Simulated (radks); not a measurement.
Results of a calculation; reference values are marked as such.
Pt XXXIV, configuration [Kr] 4d9.

Level of theory: Dirac Kohn-Sham, LB94 model potential, spin-unpolarised, spherical densities, finite nucleus; open shells fill j = l - 1/2 first; Fermi nuclear charge, rms radius 5.427 fm (a radial shooting solver on a logarithmic mesh with Libxc functionals).

Energy parts (hartree):
part                   energy
kinetic            20553.4382
electron-nucleus  -42748.1577
Hartree             4634.2293
(The LB94 potential has no energy functional, so no total or exchange-correlation energy is given.)

Orbitals (lengths in bohr, moments of r in powers of bohr):
| orbital | occ. | eigenvalue (hartree) | <1/r> | small-component weight |
|---|---|---|---|---|
| 1s1/2 | 2 | -2933.499 | 93.98 | 8.76e-02 |
| 2s1/2 | 2 | -555.0901 | 23.05 | 2.00e-02 |
| 2p1/2 | 2 | -534.4842 | 23.06 | 2.02e-02 |
| 2p3/2 | 4 | -470.4997 | 18.89 | 1.80e-02 |
| 3s1/2 | 2 | -167.2162 | 8.502 | 6.72e-03 |
| 3p1/2 | 2 | -157.9157 | 8.425 | 6.68e-03 |
| 3p3/2 | 4 | -143.7137 | 7.354 | 6.07e-03 |
| 3d3/2 | 4 | -128.1464 | 7.239 | 5.94e-03 |
| 3d5/2 | 6 | -125.0838 | 6.993 | 5.77e-03 |
| 4s1/2 | 2 | -68.86539 | 3.861 | 2.62e-03 |
| 4p1/2 | 2 | -64.87188 | 3.786 | 2.56e-03 |
| 4p3/2 | 4 | -60.80227 | 3.417 | 2.34e-03 |
| 4d3/2 | 4 | -54.26135 | 3.292 | 2.22e-03 |
| 4d5/2 | 5 | -53.41735 | 3.208 | 2.16e-03 |
| 5s1/2 | 0 | -37.48687 | 2.119 | 1.28e-03 |
| 5p1/2 | 0 | -35.66898 | 2.073 | 1.25e-03 |
| 5p3/2 | 0 | -34.05426 | 1.929 | 1.18e-03 |

The highest occupied level is 4d5/2 at -1453.6 eV. The density falls to 0.001 e/bohr^3 at r = 1.13 bohr. Summed over all electrons, <r^2> = 3.877 bohr^2, which gives a Langevin (diamagnetic) susceptibility term of -3.07 x 10^-6 cm^3/mol. The electron density at the nucleus is 1.975e+06 e/bohr^3. For comparison, the ionisation energy in NIST's Atomic Spectra Database is 1454 eV (theoretical). In exact Kohn-Sham theory the highest level is minus the ionisation energy, but local and semilocal functionals leave it too shallow, through self-interaction and a potential that decays too fast; potentials with the right tail come closer.

Beside tabulated values, note that spin-unpolarised runs miss the spin-polarisation part of the exchange energy of open shells.
